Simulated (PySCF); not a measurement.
## Electron correlation in Pd (palladium, neutral)

[Kr] 4d9 5p1, one real determinant (an excited configuration). All numbers are calculated (PySCF 2.14, scalar relativity through the core potential, in def2-QZVPPD with the def2 core potential (28 electrons) (7s5p4d4f2g, 88 functions)). Frozen: 4s2 4p6; 10 electrons correlated.

| level | correlation energy (mhartree) |
| --- | --- |
| CCSD | -303.22 |
| (T) | -13.32 |
| CCSD(T) | -316.54 |

Diagnostics: T1 = 0.022, D1 = 0.0960, largest double amplitude 0.029.

The real determinant used has ⟨L²⟩ near 8 against 12 for a pure F term, so it mixes terms.

Cost of the coupled-cluster step: of the order of 24 core-seconds, for 10 correlated electrons.

Iterations:

```
CC2 = 0
CCSD nocc = (np.int64(6), np.int64(4)), nmo = (84, 84)
frozen orbitals [[0, 1, 2, 3], [0, 1, 2, 3]]
max_cycle = 100
direct = 0
conv_tol = 1e-08
conv_tol_normt = 1e-06
diis_space = 8
diis_start_cycle = 0
Init t2, MP2 energy = -0.318517244401427
Init E_corr(UCCSD) = -0.318517244402882
cycle = 1  E_corr(UCCSD) = -0.297862259601412  dE = 0.0206549848  norm(t1,t2) = 0.0581606
cycle = 2  E_corr(UCCSD) = -0.302091030232203  dE = -0.00422877063  norm(t1,t2) = 0.024927
cycle = 3  E_corr(UCCSD) = -0.302401394106394  dE = -0.000310363874  norm(t1,t2) = 0.0156241
cycle = 4  E_corr(UCCSD) = -0.303139039071938  dE = -0.000737644966  norm(t1,t2) = 0.0063506
cycle = 5  E_corr(UCCSD) = -0.303188948941138  dE = -4.99098692e-05  norm(t1,t2) = 0.00228177
cycle = 6  E_corr(UCCSD) = -0.303163239688795  dE = 2.57092523e-05  norm(t1,t2) = 0.00160092
cycle = 7  E_corr(UCCSD) = -0.303220498741882  dE = -5.72590531e-05  norm(t1,t2) = 0.000937838
cycle = 8  E_corr(UCCSD) = -0.303229458164992  dE = -8.95942311e-06  norm(t1,t2) = 0.000565741
cycle = 9  E_corr(UCCSD) = -0.303215803883953  dE = 1.3654281e-05  norm(t1,t2) = 0.000301747
cycle = 10  E_corr(UCCSD) = -0.303216515704245  dE = -7.11820292e-07  norm(t1,t2) = 0.000152545
cycle = 11  E_corr(UCCSD) = -0.303216862561448  dE = -3.46857203e-07  norm(t1,t2) = 8.52389e-05
cycle = 12  E_corr(UCCSD) = -0.303216739623384  dE = 1.22938064e-07  norm(t1,t2) = 2.83973e-05
cycle = 13  E_corr(UCCSD) = -0.303216923789826  dE = -1.84166442e-07  norm(t1,t2) = 9.87919e-06
cycle = 14  E_corr(UCCSD) = -0.303216876248059  dE = 4.75417666e-08  norm(t1,t2) = 4.02811e-06
cycle = 15  E_corr(UCCSD) = -0.303216875554563  dE = 6.93496482e-10  norm(t1,t2) = 2.07714e-06
cycle = 16  E_corr(UCCSD) = -0.303216868795894  dE = 6.75866857e-09  norm(t1,t2) = 9.85068e-07
UCCSD converged
E(UCCSD) = -127.2305401656365  E_corr = -0.3032168687958941
UCCSD(T) correction = -0.0133183694135054
```

The reference is one real determinant that mixes LS terms of this configuration.
